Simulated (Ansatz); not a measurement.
Relaxation of BrFHIn (4 atoms, charge 0, multiplicity 1), to a largest force component of 0.015 eV/Å in at most 40 steps.

All numbers below come from Ansatz 0.2.0, RKS r2SCAN-D4/def2-SVP.

```xyz
4
Properties=species:S:1:pos:R:3
F -1.481 -0.083 1.093
In -0.159 -0.050 -0.596
Br 1.730 -1.351 0.701
H -0.035 1.424 -1.218
```

Task: Where does it end, and by what steps?

Result: The run converged. After 5 steps the energy has fallen by 1.049 eV; In2 moved furthest, 0.51 Å.

```tsv
step	energy less start (eV)	largest force component (eV/Å)	accepted
0	0.0000	4.534	yes
1	-0.7650	1.026	yes
2	-0.9950	0.427	yes
3	-1.0486	0.072	yes
4	-1.0489	0.037	yes
5	-1.0494	0.011	yes
```

```xyz
4
Properties=species:S:1:pos:R:3
F -1.626 -0.124 0.983
In -0.051 0.149 -0.143
Br 1.763 -1.395 0.523
H -0.030 1.310 -1.384
```

Run time: 30 s on 1 thread of Arm Neoverse V1, on a shared host, peak memory 0.15 GiB.
